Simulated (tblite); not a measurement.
Compound: C₇H₉N (charge +1 and doublet state).
SMILES with atom numbers: `[CH:1]#[C:2][C@H:3]1[CH:4]=[CH:5][CH2:6][N+:7]1[CH3:8]` (hydrogens: H9 on C1; H10 on C3; H11 on C4; H12 on C5; H13, H14 on C6; H15, H16, H17 on C8)

Computed geometry: GFN2-xTB, gas phase. This method treats the open shell by occupation alone, without spin polarisation.

Some entries are withheld. Bonds in one row agree within 0.01 Å.

| coordinate | value |
| --- | --- |
| C1≡C2 | 1.197 Å |
| C2–C3 | 1.458 Å |
| C3–C4 | ? |
| C4=C5 | 1.333 Å |
| C5–C6 | ? |
| C6–N7 | ? |
| N7–C8 | 1.416 Å |
| C3–N7 | ? |
| C1–H9 | 1.052 Å |
| C3–H10 | 1.110 Å |
| C4–H11 | 1.073 Å |
| C5–H12 | 1.074 Å |
| C6–H13 | 1.102 Å |
| C6–H14 | 1.102 Å |
| C8–H15, C8–H17 | 1.091 Å |
| C8–H16 | 1.099 Å |
| C1–C2–C3 | ? |
| C2–C3–C4 | 115.6° |
| C2–C3–N7 | ? |
| C4–C3–N7 | 104.1° |
| C3–C4–C5 | 109.8° |
| C4–C5–C6 | 110.2° |
| C5–C6–N7 | 104.6° |
| C6–N7–C8 | ? |
| C3–N7–C6 | 111.3° |
| C3–N7–C8 | 123.7° |

Question: Fill in the missing values.

Answer: 
- C3–C4 = 1.498 Å, drawn single (ends: carbon bonded to 2 C, N and H; carbon bonded to 2 C and H); 0.01 Å above the sum of covalent radii, 1.49 Å.
- C5–C6 = 1.488 Å, drawn single (ends: carbon bonded to 2 C and H; carbon bonded to C, N and 2 H); equal to the sum of covalent radii, 1.49 Å.
- C6–N7 = 1.420 Å, drawn single (ends: carbon bonded to C, N and 2 H; nitrogen bonded to 3 C); 0.05 Å below the sum of covalent radii, 1.47 Å.
- C3–N7 = 1.430 Å, drawn single (ends: carbon bonded to 2 C, N and H; nitrogen bonded to 3 C); 0.04 Å below the sum of covalent radii, 1.47 Å.
- C1–C2–C3 = 178.8°, at the carbon bonded to 2 C; the outer atoms are 2.655 Å apart.
- C2–C3–N7 = 114.2°, at the carbon bonded to 2 C, N and H; the outer atoms are 2.425 Å apart.
- C6–N7–C8 = 124.5°, at the nitrogen bonded to 3 C; the outer atoms are 2.509 Å apart.

Radii are Cordero's, carbon taken as 0.76, 0.73 or 0.69 Å for four, three, and two or fewer neighbours.

Its GFN2-xTB frequencies are all real (lowest 43 cm⁻¹). 2 starts were optimised and ended at 0.00 and 0.11 kcal/mol (GFN2-xTB); the lowest of these is shown.
